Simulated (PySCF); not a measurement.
Species: B2ClH7P2.
Geometry (PBE0-D3(BJ)/def2-SVP, Å), atoms numbered from 1 in this order:
```xyz
12
B2ClH7P2 angstrom
Cl    -0.075   -2.997   -0.145
B      0.024   -1.244   -0.586
P      1.327   -0.039    0.296
B      0.033    1.445    0.192
P     -1.350    0.049    0.026
H      0.147   -0.992   -1.772
H      1.648   -0.434    1.616
H      2.613    0.103   -0.279
H      0.158    1.937   -0.914
H     -0.036    2.212    1.124
H     -2.475    0.270   -0.803
H     -1.964   -0.312    1.249
```

Jobs on this species (12 atoms, 64 electrons) with PySCF (density fitting). Hardware of each: an Arm Neoverse V2 with one thread, no GPU, on a shared host. The host was shared with other jobs, so the times are rough. Peak memory is the resident size of the whole Python process, interpreter and libraries included.

| level and settings | work | basis functions | SCF cycles | wall time | peak memory |
| --- | --- | --- | --- | --- | --- |
| PBE0-D3(BJ)/def2-SVP, grid level 1 | geometry optimisation from a GFN2-xTB start shaken at random | 117 | ? | ? | ? |
| PBE0/def2-TZVPD | 10 singlets by full TDDFT, 4 Tamm–Dancoff triplets, polarisability | 269 | ? | ? | ? |
| PBE0/aug-cc-pVDZ | 10 singlets by full TDDFT, 4 Tamm–Dancoff triplets, polarisability | 190 | 12 | 25 s | 0.83 GiB |
| PBE0/6-31+G* | 10 singlets by full TDDFT, 4 Tamm–Dancoff triplets, polarisability | 116 | 12 | 11 s | 0.63 GiB |
| PBE0/def2-TZVP | 10 singlets by full TDDFT, 4 Tamm–Dancoff triplets, polarisability | 215 | 12 | 29 s | 0.87 GiB |

Fill in the missing figures.

- PBE0-D3(BJ)/def2-SVP, grid level 1; geometry optimisation from a GFN2-xTB start shaken at random: 42 s, 0.52 GiB, 51 SCF cycles
- PBE0/def2-TZVPD; 10 singlets by full TDDFT, 4 Tamm–Dancoff triplets, polarisability: 40 s, 0.94 GiB, 12 SCF cycles

What do all jobs in the table cost together?

About 2.5 min; the longest takes about 29 % of that, and about 3.8 times as long as the shortest.
